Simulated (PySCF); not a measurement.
Geometry:
| atom | x (Å) | y (Å) | z (Å) |
| --- | --- | --- | --- |
| Si1 | -1.394 | 1.070 | 1.391 |
| P2 | -0.677 | -0.916 | 0.566 |
| Si3 | -2.674 | -1.688 | -0.155 |
| Si4 | -0.048 | -0.092 | -1.437 |
| O5 | 1.473 | 0.545 | -1.292 |
| Si6 | 2.815 | 0.646 | -0.321 |
| P7 | 2.239 | 0.356 | 1.855 |
| H8 | -0.487 | 2.153 | 0.906 |
| H9 | -2.784 | 1.364 | 0.917 |
| H10 | -1.386 | 1.022 | 2.881 |
| H11 | -3.250 | -0.849 | -1.254 |
| H12 | -3.621 | -1.692 | 1.000 |
| H13 | -2.493 | -3.082 | -0.659 |
| H14 | -0.046 | -1.222 | -2.414 |
| H15 | -0.959 | 0.983 | -1.928 |
| H16 | 3.830 | -0.344 | -0.788 |
| H17 | 3.376 | 2.023 | -0.441 |
| H18 | 3.537 | 0.768 | 2.296 |
| H19 | 2.540 | -1.036 | 1.899 |

No solvent, a single conformation, fast rotation and ring inversion assumed for equivalent nuclei, no relativistic terms. Coordinates at the PBE0-D3(BJ)/def2-SVP level; shielding tensors at KT2/pcSseg-1 (GIAO); PySCF 2.14.

δ = σ(ref) − σ, references computed at the same level: $^{1}$H, $^{29}$Si vs TMS; $^{31}$P against H3PO4; H2O for $^{17}$O.

```tsv
atoms	nucleus	count	δ (ppm)
P2	$^{31}$P	1	?
Si6	$^{29}$Si	1	-5.6
H16/H17	$^{1}$H	2	5.89
H8/H9/H10/H11/H12/H13	$^{1}$H	6	?
P7	$^{31}$P	1	-245.0
H14/H15	$^{1}$H	2	?
H18/H19	$^{1}$H	2	2.17
Si4	$^{29}$Si	1	-6.3
Si1/Si3	$^{29}$Si	2	-71.1
O5	$^{17}$O	1	39.9
```

Task: Fill in the missing shifts.

Result: 
- H14/H15: 5.45 ppm, hydrogen on a silicon bonded to O, P
- H8/H9/H10/H11/H12/H13: 4.07 ppm, hydrogen on a silicon bonded to P
- P2: -345.8 ppm, phosphorus bonded to 3 Si

Experimental scales use liquid or dissolved standards, which lie at an offset from isolated H2O (liquid H2O: subtract about 36 ppm) and H3PO4.
